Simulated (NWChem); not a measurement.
Program: NWChem. System: H$_{5}$BGe, charge 1, spin multiplicity 2, at the geometry of a parent with another charge or spin, in a state set for the comparison that need not be this species' ground state. Its SCF solution wasn't tested for a lower state.

Input file:

```
start mol
memory heap 200 mb stack 900 mb global 1100 mb
charge 1
geometry units angstroms nocenter noautoz noautosym
  B     -1.688579    -0.084476    -0.389817
  Ge     0.326007     0.015045     0.070004
  H      1.163018    -1.158485    -0.484498
  H      0.976396     1.335326    -0.403249
  H      0.460538    -0.016802     1.614553
  H     -2.381285     0.896298    -0.281817
  H     -2.208000    -1.115390    -0.736031
end
basis spherical
  * library 6-31g*
end
dft
  xc b3lyp
  odft
  mult 2
  semidirect memsize 60000000 filesize 0
  iterations 100
end
task dft energy
```

The output up to the point where the run's verdict is printed (cleaned and shortened):

```
             Northwest Computational Chemistry Package (NWChem) 7.3.0
             --------------------------------------------------------

                                NWChem Input Module
                                -------------------

 Scaling coordinates for geometry "geometry" by  1.889725989
 (inverse scale =  0.529177249)

                             Geometry "geometry" -> ""
                             -------------------------

 Output coordinates in angstroms (scale by  1.889725989 to convert to a.u.)

  No.       Tag          Charge          X              Y              Z
 ---- ---------------- ---------- -------------- -------------- --------------
    1 B                    5.0000    -1.68857900    -0.08447600    -0.38981700
    2 Ge                  32.0000     0.32600700     0.01504500     0.07000400
    3 H                    1.0000     1.16301800    -1.15848500    -0.48449800
    4 H                    1.0000     0.97639600     1.33532600    -0.40324900
    5 H                    1.0000     0.46053800    -0.01680200     1.61455300
    6 H                    1.0000    -2.38128500     0.89629800    -0.28181700
    7 H                    1.0000    -2.20800000    -1.11539000    -0.73603100

 Effective nuclear repulsion energy (a.u.)      94.3192344165

            Nuclear Dipole moment (a.u.)
            ----------------------------
        X                 Y               Z
 ---------------- ---------------- ----------------
    -0.0000075589     0.0000132281     0.0000018897


 Summary of "ao basis" -> "" (spherical)
 ------------------------------------------------------------------------------
       Tag                 Description            Shells   Functions and Types
 ---------------- ------------------------------  ------  ---------------------
 *                           6-31g*                   on all atoms

                                 NWChem DFT Module
                                 -----------------

 Summary of "ao basis" -> "ao basis" (spherical)
 ------------------------------------------------------------------------------
[...]
 d= 0,ls=0.5,diis    75  -2104.1612842396  1.87D-05  2.77D-05  9.93D-04    37.3
                                                     8.40D-05  5.48D-04
 d= 0,ls=0.5,diis    76  -2104.1613552678 -7.10D-05  3.97D-05  1.10D-03    37.8
                                                     1.11D-04  5.91D-04
 d= 0,ls=0.5,diis    77  -2104.1615806147 -2.25D-04  3.80D-05  1.05D-03    38.2
                                                     1.13D-04  5.82D-04
 d= 0,ls=0.5,diis    78  -2104.1617908462 -2.10D-04  2.01D-04  1.06D-03    38.7
                                                     1.19D-04  5.97D-04
 d= 0,ls=0.5,diis    79  -2104.1612353106  5.56D-04  6.03D-05  1.83D-03    39.2
                                                     3.38D-05  8.73D-04
 d= 0,ls=0.5,diis    80  -2104.1611142173  1.21D-04  2.31D-05  1.98D-03    39.7
                                                     1.84D-05  9.31D-04
 d= 0,ls=0.5,diis    81  -2104.1611152746 -1.06D-06  8.13D-05  1.99D-03    40.1
                                                     8.08D-05  9.37D-04
 d= 0,ls=0.5,diis    82  -2104.1613986146 -2.83D-04  3.15D-04  1.72D-03    40.6
                                                     2.94D-04  8.55D-04
 d= 0,ls=0.5,diis    83  -2104.1624003231 -1.00D-03  2.33D-04  8.54D-04    41.1
                                                     2.86D-04  5.62D-04
 d= 0,ls=0.5,diis    84  -2104.1631352488 -7.35D-04  1.77D-04  5.29D-04    41.6
                                                     2.91D-04  4.59D-04
 d= 0,ls=0.5,diis    85  -2104.1637870992 -6.52D-04  1.07D-04  3.76D-04    42.1
                                                     2.66D-04  4.14D-04
 d= 0,ls=0.5,diis    86  -2104.1643162738 -5.29D-04  4.02D-05  3.62D-04    42.5
                                                     2.07D-04  4.11D-04
 d= 0,ls=0.5,diis    87  -2104.1646263980 -3.10D-04  8.58D-05  5.14D-04    43.0
                                                     1.47D-04  4.53D-04
 d= 0,ls=0.5,diis    88  -2104.1647032360 -7.68D-05  2.03D-05  8.23D-04    43.5
                                                     1.52D-04  5.46D-04
 d= 0,ls=0.5,diis    89  -2104.1649343990 -2.31D-04  1.25D-04  9.13D-04    44.0
                                                     2.21D-04  5.77D-04
 d= 0,ls=0.5,diis    90  -2104.1654790296 -5.45D-04  1.47D-04  7.03D-04    44.5
                                                     2.52D-04  5.09D-04
 d= 0,ls=0.5,diis    91  -2104.1660780784 -5.99D-04  7.58D-05  5.27D-04    45.0
                                                     2.16D-04  4.56D-04
 d= 0,ls=0.5,diis    92  -2104.1665005889 -4.23D-04  1.06D-04  5.44D-04    45.4
                                                     2.45D-04  4.63D-04
 d= 0,ls=0.5,diis    93  -2104.1670221793 -5.22D-04  7.72D-05  4.81D-04    45.9
                                                     2.28D-04  4.50D-04
 d= 0,ls=0.5,diis    94  -2104.1674764347 -4.54D-04  7.09D-05  4.82D-04    46.4
                                                     2.30D-04  4.53D-04
 d= 0,ls=0.5,diis    95  -2104.1679274793 -4.51D-04  6.96D-05  4.88D-04    46.9
                                                     2.29D-04  4.56D-04
 d= 0,ls=0.5,diis    96  -2104.1683650715 -4.38D-04  5.66D-05  5.10D-04    47.4
                                                     1.64D-04  4.67D-04
 d= 0,ls=0.5,diis    97  -2104.1685288379 -1.64D-04  2.87D-04  7.55D-04    47.9
                                                     3.56D-04  5.48D-04
 d= 0,ls=0.5,diis    98  -2104.1694590854 -9.30D-04  6.20D-04  2.85D-04    48.4
                                                     6.48D-04  3.90D-04
 d= 0,ls=0.5,diis    99  -2104.1707569852 -1.30D-03  5.27D-04  8.01D-05    48.8
                                                     6.80D-04  4.26D-04
 d= 0,ls=0.5,diis   100  -2104.1717430644 -9.86D-04  4.53D-04  4.71D-04    49.3
                                                     7.22D-04  6.70D-04
```

The run did not converge; its last values are not results. The next line reads: Calculation failed to converge. NWChem stopped with the message: dft energy failed.
